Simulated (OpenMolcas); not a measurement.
A calculation on Pt III.

```
Program             : OpenMolcas
Method              : SS-CASPT2, IPEA 0.25 Eh, imaginary shift 0.1 Eh (closed shells correlated: 5s 5p)
Basis               : ANO-RCC-VQZP [9s8p6d4f2g1h]
Scalar Hamiltonian  : DKH2, point nucleus
Active space        : 8 electrons in 6 orbitals (5d 6s)
State averaging     : 2S+1 = 3 even, 60 roots; 2S+1 = 5 even, 15 roots kept (CI in the orbitals of an earlier block); 2S+1 = 1 even, 55 roots kept (CI in the orbitals of an earlier block)
Spin-orbit coupling : state interaction with AMFI integrals over the reference wave functions, term energies averaged over their components
```

(1) Which level of the active space comes out lowest?

(2) How high does 5d8 3F3 lie?

(3) How high does 5d8 3P0 lie?

(4) How high does 5d8 3P1 lie?

(5) The level at 5330 cm-1 has J = 2. What is it made of, and what is its g factor?

Measured values: NIST levels as listed in McCann et al., Mon. Not. R. Astron. Soc. 538, 537 (2025).

Answers

(1) 5d8 3F4, with 96 % of that term; it is also the measured ground level.

(2) 10380 cm-1 above the lowest level; measured 9752 cm-1 above the ground level, so the calculation is off by +6 %.

(3) 15530 cm-1 above the lowest level; measured 14939 cm-1 above the ground level, so the calculation is off by +4 %.

(4) 17280 cm-1 above the lowest level; measured 16782 cm-1 above the ground level, so the calculation is off by +3 %.

(5) 45 % 5d8 1D2, 38 % 5d8 3P, 16 % 5d8 3F; g = 1.142, against 1.000 from Landé's formula for the pure leading term.

Term energies are means over components that CASPT2 splits; among the terms shown or strongly mixed into the levels shown the widest spread is 460 cm-1 (5d8 3F). Terms from blocks run as CI alone lack orbitals of their own. Computed and measured levels are paired by configuration, term and J; levels that our copy of the source lacks, or whose pairing is in doubt (as where it misses far off the trend of its configuration), stay unpaired and out of the deviations. Levels of configurations outside the active space are missing.
